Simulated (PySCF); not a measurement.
# Relaxation of valence singlet (4f shell in the core) ErF₃

Method: PBE0 in PySCF with Er lcecp-1-TZVP with ECP57, F def2-TZVP; scalar-relativistic core potentials, no spin–orbit coupling; density-fitted integrals. A (50,194) grid was used.

A hand-made trigonal planar start, of D3h symmetry, held to at least that symmetry:

Coordinates in bohr (charge 0 multiplicity 1):
```
Er    0.0000    0.0000    0.0000
F     4.3275    0.0000    0.0000
F    -2.1637    3.7477    0.0000
F    -2.1637   -3.7477    0.0000
```

Optimiser trace:
```
step  E − E(last) (kJ/mol)  largest gradient (Eh/bohr)
   0                191.04                     0.07025
   1                 56.81                     0.04706
   2                  6.57                     0.02125
   3                  0.61                     0.00592
   4                  0.01                     0.00058
   5                  0.00                     0.00002
```

It ends at D3h with Er–F 1.995 Å (×3); F–Er–F 120.0° (×3) (after a last refinement on a finer grid). A frequency run shows a minimum.

Final geometry:
```xyz
4
charge 0 multiplicity 1, angstrom
Er    0.0000    0.0000    0.0000
F     1.9945    0.0000    0.0000
F    -0.9973    1.7273    0.0000
F    -0.9973   -1.7273    0.0000
```

The 4f shell sits in the core potential, so its spin is not counted.

The relaxation took of the order of 50 core-seconds on a shared host.
